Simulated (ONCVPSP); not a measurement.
What one change does to a pseudopotential (Tl (Z = 81), ONCV)

thallium, optimised norm-conserving Vanderbilt (ONCV), made with ONCVPSP 4.0.1 (PBE, scalar-relativistic). Core [Kr] 4d10 4f14, reference 5s2 5p6 5d10 6s2 6p1. Waves: 5s+6s: rc 1.20 bohr, ncon 3, nbas 6, qcut 7.7 1/bohr, 2 projectors; 5p+6p: rc 1.65 bohr, ncon 4, nbas 8, qcut 7.9 1/bohr, 2 projectors; 5d: rc 2.10 bohr, ncon 4, nbas 8, qcut 6.5 1/bohr, 1 projector. Local part: polynomial inside 1.00 bohr (lpopt 5, dvloc0 3 Ha). Core correction: Teter function, fcfact 3.25, rcfact 1.75.

Change: all radii but the core radius scaled by about 1.13 (s 1.36, p 1.86, d 2.38 bohr); local potential polynomial inside 1.14 bohr (lpopt 5, dvloc0 3 Ha).

Cutoffs: the cutoffs (Ha) at which the residual kinetic energy of the hardest occupied pseudo-wave falls to 1 and 0.1 mHa per electron; they do not see the model core or the augmentation charge, which bear on the density cutoff. Errors are all-electron minus pseudo energies relative to the spin-unpolarised reference configuration.

Question: Predict the effect on cutoff, ghosts and configuration errors.

Answer: The potential gets softer (30 Ha and 77 Ha → 25 Ha and 31 Ha); of the 3 tests that both files solve, the error grows in 2 and shrinks in 0 by more than 15 % and 0.3 meV (median size 3.8 → 5.1 meV); neither file shows a bound ghost. A larger radius leaves more room for a smooth pseudo-wave, so fewer plane waves are needed.

```csv
quantity,base,changed
"cutoff, loose",30 Ha,25 Ha
"cutoff, tight",77 Ha,31 Ha
loose cutoff by channel,"s 30 Ha, p 17 Ha, d 18 Ha","s 25 Ha, p 19 Ha, d 16 Ha"
bound ghosts,none,none
GHOST(+) flags under 300 eV,s at 186.8 eV,s at 242.5 eV
tests with a reliable result,3 of 4,3 of 4
"error for 5s2 5p6 5d10 6s2 6p0, meV [ΔE 5.17 eV]",-2.6,-2.8
"error for 5s2 5p6 5d10 6s1 6p0, meV [ΔE 25.95 eV]",-17,-22
"error for 5s2 5p6 5d10 6s1 6p2, meV [ΔE 7.40 eV]",-3.8,-5.1
"rms error of d²Exc/dni dnj with the model core, mHa",2.34,2.41
```
